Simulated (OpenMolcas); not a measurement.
# Which level was it?

The species is GeH2ClO (5 atoms), meant as a doublet with charge 0. As SMILES, `[O][GeH2][Cl]`. The shape is that of a PBE0-D4/def2-TZVP optimisation.

```csv
atom,x (Å),y (Å),z (Å)
O,-0.2724,-0.5918,1.6255
Ge,0.1237,-0.0812,-0.0345
Cl,-1.3471,1.2901,-0.7789
H,0.0810,-1.3438,-0.8990
H,1.4646,0.6530,0.0454
```

A calculation with OpenMolcas 26.06 gave:

The total energy is -2598.2671 Eh and the dipole moment is 3.12 D. The HOMO energy is -12.54 eV and the LUMO energy is 2.15 eV. The ⟨S²⟩ is 0.756 and the largest force is 1.706 eV/Å.

Problem. Which of these levels gave the numbers?
A. BLYP/def2-SVPD
B. r2SCAN/def2-SVPD
C. BHLYP/def2-SVPD
D. HF/3-21G

Solution. D. The others give -2613.1868 Eh (BLYP/def2-SVPD), -2613.0961 Eh (BHLYP/def2-SVPD), -2613.0793 Eh (r2SCAN/def2-SVPD).
